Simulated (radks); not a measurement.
The numbers below are computed, except where a source is named.
Question: These are the eigenvalues of the occupied orbitals of an atom or ion with whole-number occupations (eV). Level of theory: Dirac Kohn-Sham, PBE, spin-unpolarised, spherical densities, finite nucleus; Fermi nuclear charge, rms radius of each element as measured or else 0.836 A^(1/3) + 0.57 fm (a radial shooting solver on a logarithmic mesh with Libxc functionals).

| orbital | eigenvalue |
|---|---|
| 1s1/2 | -55476.86 |
| 2s1/2 | -9320.050 |
| 2p1/2 | -8873.858 |
| 2p3/2 | -8017.062 |
| 3s1/2 | -2125.306 |
| 3p1/2 | -1929.911 |
| 3p3/2 | -1750.997 |
| 3d3/2 | -1415.670 |
| 3d5/2 | -1376.595 |
| 4s1/2 | -463.9222 |
| 4p1/2 | -386.2122 |
| 4p3/2 | -345.7950 |
| 4d3/2 | -217.6608 |
| 4d5/2 | -210.2721 |
| 5s1/2 | -97.0505 |
| 5p1/2 | -74.6214 |
| 5p3/2 | -68.5880 |
| 4f5/2 | -56.0449 |
| 4f7/2 | -54.9286 |

Which element is it, and in what charge state? The configuration may be excited. Open shells, if any, fill j = l - 1/2 first.

Answer: Z = 67, holmium, charge +4: Ho4+ in [Xe] 4f9. The list shows which subshells hold electrons but not how many an open one holds; the 1s level, -2038.7 hartree, gives Z - s = 63.9 by -(Z - s)^2/2, which with screening and relativity narrows Z to a few neighbours, and the depths of the outer levels then fix element, charge and occupations together.
